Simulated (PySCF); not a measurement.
**Solvent effects on NMR parameters**

Atoms are numbered as in `[CH3:1][CH:2]([CH3:3])[SiH2:4][O:5][c:6]1[cH:7][cH:8][cH:9][s:10]1`; H(Xn) means a hydrogen on atom n.

GIAO PBE0/pcSseg-1 in PySCF 2.14 on one PBE0-D3(BJ)/def2-SVP conformer, non-relativistic, equivalent nuclei averaged. Solvents enter as an IEF-PCM continuum (benzene with ε = 2.3, chloroform with ε = 4.7) around the gas-phase geometry. Shifts are referred to TMS, CS2 computed in the same medium.

In benzene, δ in ppm: C6 172.6, C8 130.2, C9 119.1, C7 107.7, C1/C3 16.9, C2 14.1, Si4 -3.4, S10 190.5, H(C8) 6.79, H(C9) 6.43, H(C7) 6.21, H(Si4) 4.83, H(C2) 1.23, H(C1)/H(C3) 1.13. Dipole moment 1.88 D.

(1) How does each δ change in the more polar medium?

(2) Which of the listed nuclei move most (in ppm), and what does the model miss? (N and O are left out, as their reference compounds move with the solvent too.)

Answers

(1) 
```csv
atoms,environment,"Δδ, chloroform"
C6,aromatic carbon bearing oxygen,+0.2
C8,aromatic CH,+0.7
C9,aromatic CH next to the ring sulfur,+0.4
C7,aromatic CH,+0.6
C1/C3,methyl carbon,+0.1
C2,sp3 CH bonded to Si,+0.3
Si4,"silicon bonded to C, O, 2 H",+0.5
S10,aromatic ring sulfur,-2.1
H(C8),hydrogen on an aromatic CH,+0.07
H(C9),hydrogen on an aromatic CH next to the ring sulfur,+0.08
H(C7),hydrogen on an aromatic CH,+0.08
H(Si4),"hydrogen on a silicon bonded to C, O",-0.01
H(C2),hydrogen on an sp3 CH bonded to Si,+0.03
H(C1)/H(C3),hydrogen on a methyl carbon,0.00
```

Changes are relative to benzene. The dipole moment becomes 1.99 D in chloroform.

(2) S10 (aromatic ring sulfur, -2.1 ppm) in chloroform. A continuum only polarises the solute; specific hydrogen bonds, the anisotropy of aromatic solvents and changes of geometry or conformer are outside it.
